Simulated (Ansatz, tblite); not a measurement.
Forces on Al9N8H24⁻, a nanocrystal cut from zinc blende AlN (hydrogen-capped) at its PBE-D4/def2-SVP geometry. The state is a singlet with charge -1.

The xTB rows come from tblite. Single mean-field runs in def2-TZVP are fitted with def2-universal-jkfit.

GFN2-xTB (tblite), largest force 0.70 eV/Å:

```xyz
41
positions Å, forces eV/Å
N     1.603    1.253    2.987    0.266    0.077    0.255
N     1.857   -1.786   -0.037    0.401   -0.290   -0.068
N    -3.166    0.018   -0.270   -0.269    0.018   -0.011
N    -0.940   -1.645   -1.488    0.068   -0.305   -0.249
N    -0.451   -0.191    1.174    0.056    0.032    0.393
N     2.033    1.230   -0.049    0.345    0.236   -0.020
N    -0.753    1.355   -1.479    0.101    0.287   -0.257
N     1.587   -0.315   -2.655    0.405   -0.052   -0.447
Al    0.410   -0.346    2.880   -0.393   -0.017   -0.523
Al   -2.384   -0.044    1.534    0.596   -0.068   -0.308
Al   -0.128   -1.806    0.251   -0.521    0.269    0.363
Al    3.011    1.365    1.630   -0.395   -0.269   -0.249
Al    2.617   -0.299   -0.988    0.104    0.088    0.359
Al   -2.927   -1.619   -1.277    0.345    0.294    0.185
Al   -2.719    1.612   -1.275    0.324   -0.324    0.205
Al   -0.406   -0.170   -2.555   -0.669    0.037    0.143
Al    0.093    1.372    0.254   -0.417   -0.267    0.157
H     1.016    2.104    2.962    0.096   -0.310   -0.093
H     2.024    1.241    3.929   -0.171   -0.026   -0.328
H     2.158   -2.703   -0.399   -0.135    0.233    0.094
H     2.191   -1.778    0.949   -0.312    0.214   -0.457
H    -4.185    0.079   -0.092    0.367   -0.017   -0.019
H    -0.797   -2.530   -2.003   -0.063    0.193    0.173
H     2.287    2.091   -0.562   -0.106   -0.212    0.147
H    -0.469    2.212   -1.985   -0.105   -0.165    0.154
H     1.808   -1.157   -3.210   -0.148    0.274    0.308
H     1.918    0.452   -3.261   -0.207   -0.218    0.286
H     1.487   -1.577    2.817   -0.215    0.178    0.165
H    -0.548   -0.282    4.173    0.344    0.097   -0.358
H    -2.887   -1.400    2.265    0.113    0.307   -0.207
H    -2.669    1.362    2.291    0.058   -0.315   -0.198
H    -0.410   -3.235    0.921    0.199    0.461   -0.250
H     3.906    0.017    1.770   -0.143    0.317   -0.045
H     3.776    2.788    1.722   -0.278   -0.395   -0.009
H     4.173   -0.428   -1.380   -0.691    0.046    0.090
H    -3.355   -2.942   -0.449    0.157    0.369   -0.251
H    -3.536   -1.515   -2.779    0.210   -0.037    0.401
H    -3.343    1.589   -2.773    0.211    0.005    0.391
H    -2.966    2.981   -0.449    0.097   -0.399   -0.257
H    -0.826   -0.139   -4.106    0.289   -0.011    0.584
H    -0.087    2.786    1.013    0.087   -0.337   -0.252
```

PBE-D4/def2-TZVP (Ansatz), largest force 0.24 eV/Å:

```
N -0.027 0.113 0.119
N 0.102 -0.104 0.103
N -0.091 0.004 0.013
N -0.003 -0.040 -0.030
N -0.001 0.006 0.004
N 0.040 0.050 -0.035
N 0.009 0.047 -0.024
N 0.106 -0.007 -0.162
Al -0.001 0.076 -0.095
Al 0.050 -0.008 -0.086
Al 0.014 0.088 -0.039
Al -0.106 -0.003 -0.018
Al -0.088 0.012 0.022
Al 0.053 0.072 0.023
Al 0.063 -0.093 0.031
Al 0.019 -0.004 0.092
Al 0.016 -0.097 -0.057
H 0.135 -0.195 -0.020
H -0.083 -0.010 -0.205
H -0.073 0.206 0.051
H -0.068 0.018 -0.208
H 0.213 -0.012 -0.034
H -0.029 0.188 0.111
H -0.047 -0.183 0.113
H -0.061 -0.183 0.108
H -0.057 0.165 0.140
H -0.084 -0.147 0.142
H -0.051 0.047 -0.003
H 0.026 -0.008 -0.054
H 0.030 0.066 -0.037
H 0.019 -0.067 -0.037
H 0.004 0.054 -0.018
H -0.047 0.047 -0.014
H -0.021 -0.044 -0.012
H -0.046 0.005 0.017
H 0.017 0.057 -0.032
H 0.028 0.000 0.066
H 0.020 -0.002 0.054
H 0.006 -0.056 -0.028
H 0.006 0.001 0.049
H 0.009 -0.061 -0.009
```

PBE0-D4/def2-TZVP (Ansatz), largest force 0.62 eV/Å:

```
N -0.057 0.280 0.274
N 0.226 -0.254 0.253
N -0.260 0.011 0.028
N 0.014 -0.165 -0.113
N 0.012 -0.017 0.015
N 0.107 0.159 -0.114
N 0.054 0.164 -0.111
N 0.223 -0.018 -0.390
Al 0.022 0.183 -0.210
Al 0.119 -0.012 -0.228
Al 0.049 0.223 -0.110
Al -0.279 -0.017 -0.041
Al -0.267 0.032 0.045
Al 0.160 0.179 0.081
Al 0.160 -0.216 0.092
Al 0.081 -0.008 0.250
Al 0.052 -0.213 -0.118
H 0.352 -0.509 -0.006
H -0.237 -0.007 -0.551
H -0.186 0.543 0.182
H -0.189 0.015 -0.592
H 0.570 -0.033 -0.097
H -0.078 0.502 0.294
H -0.136 -0.488 0.293
H -0.160 -0.487 0.288
H -0.142 0.471 0.351
H -0.208 -0.423 0.368
H -0.129 0.127 0.006
H 0.091 -0.011 -0.145
H 0.063 0.156 -0.087
H 0.037 -0.161 -0.090
H 0.025 0.157 -0.064
H -0.103 0.135 -0.030
H -0.072 -0.144 -0.016
H -0.161 0.015 0.046
H 0.046 0.149 -0.090
H 0.068 -0.005 0.168
H 0.061 -0.002 0.155
H 0.021 -0.151 -0.086
H 0.036 -0.001 0.163
H 0.020 -0.158 -0.064
```
